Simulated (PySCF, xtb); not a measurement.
N-methylsilyl-N-silylmethanamine (C₂H₁₁NSi₂), SMILES C[SiH2]N(C)[SiH3]. The values are those of a single conformer.

Harmonic wavenumbers (cm⁻¹) from GFN2-xTB (xtb) at its own minimum, in rising order: 35, 82, 113, 141, 183, 219, 240, 325, 474, 554, 563, 597, 625, 704, 753, 755, 775, 794, 810, 823, 847, 943, 1098, 1153, 1177, 1372, 1428, 1490, 1494, 1506, 1509, 2152, 2185, 2220, 2262, 2309, 2917, 2986, 3010, 3035, 3035, 3048.

What does PBE-D3(BJ)/def2-SVP in PySCF give at its own minimum? (An estimate is asked for; the answer gives what the named calculation found.)

39, 75, 105, 144, 158, 218, 240, 270, 479, 529, 646, 671, 678, 720, 739, 850, 879, 889, 905, 913, 925, 962, 1089, 1123, 1166, 1214, 1378, 1383, 1400, 1417, 1431, 2117, 2122, 2139, 2173, 2191, 2918, 2975, 2989, 3022, 3072, 3081. Paired by order, the mean absolute difference is 49 cm⁻¹ and the zero-point energies are 75.4 and 75.0 kcal/mol.
